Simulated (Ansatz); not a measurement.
Frontier orbitals of `FB1C=NC1`.

Cartesian coordinates in Å:
```
F 1.772 0.194 1.254
B 0.737 -0.091 0.499
C -0.652 -0.748 0.723
N -1.152 -0.057 -0.245
C 0.125 0.492 -0.835
H -1.264 -1.354 1.387
H 0.089 1.571 -1.003
H 0.346 -0.007 -1.779
```

The species carries charge 0 and has multiplicity 1. The structure was optimised at the PBE0-D4/def2-TZVP level. Basis def2-TZVPP, the Gaussian-basis code of Ansatz.

Orbital energies of one run (eV). Highest occupied ones, from the top: -7.83, -9.29, -9.40, -12.00, -12.81, -13.91, -13.96, -14.86, -15.77, -17.07, -20.02, -27.67, -35.52, -188.95. Empty: -1.67, 1.02, 1.64, 2.55, 2.84, 3.29.

(1) Which functional gave them?
A. BLYP
B. B3LYP
C. B97M-V
D. r2SCAN0

Results:

(1) D. HOMO energies: r2SCAN0 -7.83, B97M-V -6.59, BLYP -6.09, B3LYP -7.41 eV.

B3LYP here is the variant with VWN-RPA as its local correlation; programs differ in this.
